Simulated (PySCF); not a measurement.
An excited-state job on `N#C[C@H]1[C@H]2CC[C@@H]12`.

Method: TDDFT CAM-B3LYP/def2-SVPD, vertical, gas phase, core orbitals frozen in the response (PySCF 2.14.0, density-fitted response routines). Geometry: GFN2-xTB. The input is one job of a driver script: a line of settings, then coordinates in Å.

Command:
```bash
OMP_NUM_THREADS=1 python probes_run.py task.json out
```

Input:
```
{"job": {"kind": "uv", "xc": "CAM-B3LYP", "basis": "def2-SVPD", "nstates": 8, "ntriplets": 3}, "charge": 0, "multiplicity": 1}
N     -1.339739     0.770841     2.452461
C     -1.092831     0.034319     1.610932
C     -0.787600    -0.878708     0.569071
C     -0.570474    -0.406932    -0.850533
C      0.024335     0.995361    -0.839629
C      1.217934     0.458270    -0.019225
C      0.588740    -0.928590    -0.054054
H     -1.291584    -1.833951     0.676740
H     -1.113041    -0.848215    -1.670949
H     -0.584340     1.756725    -0.353730
H      0.310038     1.341639    -1.829964
H      2.161417     0.508647    -0.557445
H      1.346245     0.887876     0.973452
H      1.130223    -1.857757    -0.129293
```

Problem. What does the run print?

Solution. 
```
coarse grid: 11920 points
cycle   1  E = -287.0499848009  dE =  1.433e+00  |g| = 4.634e-01  |ddm| = 6.309e+00
cycle   2  E = -286.9700589349  dE =  7.993e-02  |g| = 8.035e-01  |ddm| = 1.715e+00
cycle   3  E = -287.1086187553  dE = -1.386e-01  |g| = 5.096e-02  |ddm| = 1.021e+00
cycle   4  E = -287.1090593872  dE = -4.406e-04  |g| = 3.688e-02  |ddm| = 2.027e-01
cycle   5  E = -287.1093904802  dE = -3.311e-04  |g| = 3.585e-03  |ddm| = 7.373e-02
cycle   6  E = -287.1093938512  dE = -3.371e-06  |g| = 1.604e-03  |ddm| = 1.313e-02
final grid: 115848 points
cycle   7  E = -287.1663586448  dE = -4.005e-05  |g| = 4.050e-03  |ddm| = 1.398e-01
cycle   8  E = -287.1663583503  dE =  2.945e-07  |g| = 4.380e-03  |ddm| = 1.976e-02
cycle   9  E = -287.1663629758  dE = -4.626e-06  |g| = 6.217e-04  |ddm| = 7.447e-03
cycle  10  E = -287.1663630276  dE = -5.177e-08  |g| = 4.169e-04  |ddm| = 1.237e-03
cycle  11  E = -287.1663630633  dE = -3.574e-08  |g| = 5.440e-05  |ddm| = 7.247e-04
cycle  12  E = -287.1663630641  dE = -7.533e-10  |g| = 1.409e-05  |ddm| = 1.986e-04
converged SCF energy = -287.1663630641

Static polarisability (au): isotropic 65.970, principal 58.952 62.958 75.998

Singlet excitations
state   eV       nm        f      main configurations
  1   7.2238    171.6   0.00015   H->L 0.38, H->L+5 0.22, H->L+2 0.18
  2   7.6515    162.0   0.01140   H-1->L 0.46, H->L+4 0.17, H->L+1 0.11
  3   7.9109    156.7   0.00152   H-1->L+1 0.32, H-2->L+4 0.22, H-1->L+4 0.18
  4   7.9521    155.9   0.04724   H-1->L 0.49, H->L+1 0.16, H->L+4 0.11
  5   8.1837    151.5   0.00055   H->L 0.43, H->L+3 0.25, H->L+2 0.13
  6   8.4169    147.3   0.00153   H-1->L+1 0.58, H-2->L+4 0.17, H-2->L+1 0.16
  7   8.6178    143.9   0.01882   H-1->L+2 0.30, H->L+1 0.30, H->L+4 0.25
  8   8.6821    142.8   0.03535   H-1->L+2 0.55, H->L+1 0.29

Triplet excitations (Tamm-Dancoff, eV): 6.2622 6.7087 6.8295
```

The SCF starts on a coarse grid where the log names one; the energy can jump when the final grid takes over, and dE then counts from the start density on the new grid. H and L stand for HOMO and LUMO; the number after each pair is its weight.

Problem. How does the lowest singlet excitation compare with the HOMO–LUMO gap?

Solution. HOMO -9.72 eV and LUMO 1.13 eV give a gap of 10.85 eV; S1 at 7.22 eV lies 3.63 eV below it.

Problem. Give the mean polarisability as a volume in Å³, and the ratio of the largest to the smallest principal value.

Solution. 65.970 au × 0.148185 = 9.78 Å³; 75.998/58.952 = 1.29.

Summary of the converged run: HOMO -9.72 eV, LUMO 1.13 eV; lowest singlet 7.22 eV; lowest triplet 6.26 eV (Tamm–Dancoff); mean polarisability 66.0 au.

Time: 37 s of wall time; peak memory 0.89 GiB. Hardware: Arm Neoverse V1, one thread (shared host).
Labels such as C1 count atoms from 1, the log's own numbers from 0.
